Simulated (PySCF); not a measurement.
Carbon: a sound run and one with changed settings

Sound run: C⁺ [He] 2s2 2p1, C²⁺ [He] 2s2. Calculation: PySCF 2.14, in cc-pVTZ (4s3p2d1f, 30 functions); the non-relativistic Hamiltonian (point nucleus). The sound run starts from symmetry-adapted Hartree-Fock orbitals and uses a fine grid where one is needed.

A second run was set up differently.

```json
{"species": "C⁺", "method": "UHF", "sound run (hartree)": "-37.29475", "changed run (hartree)": "-37.29475", "converged": "yes"}
{"species": "C⁺", "method": "M06-2X", "sound run (hartree)": "-37.42643", "changed run (hartree)": "-37.42931", "converged": "yes"}
{"species": "C⁺", "method": "PBE", "sound run (hartree)": "-37.37136", "changed run (hartree)": "-37.37086", "converged": "yes"}
{"species": "C²⁺", "method": "UHF", "sound run (hartree)": "-36.40738", "changed run (hartree)": "-36.40738", "converged": "yes"}
{"species": "C²⁺", "method": "M06-2X", "sound run (hartree)": "-36.52847", "changed run (hartree)": "-36.52847", "converged": "yes"}
{"species": "C²⁺", "method": "PBE", "sound run (hartree)": "-36.45888", "changed run (hartree)": "-36.45888", "converged": "yes"}
```

Ionisation energy of C⁺:

```
method  sound run (eV)  changed run (eV)
   UHF          24.146            24.146
M06-2X          24.435            24.513
   PBE          24.830            24.816
```

(1) What was changed?
A. level shift left on
B. basis contracted for another Hamiltonian
C. minimal basis
D. angular grid far too coarse

Results:

(1) D. It used 26 angular points. A coarse angular grid integrates products of high-l functions wrongly, so density functionals can shift, and the SCF can exploit the error; Hartree-Fock and MP2 need no grid.
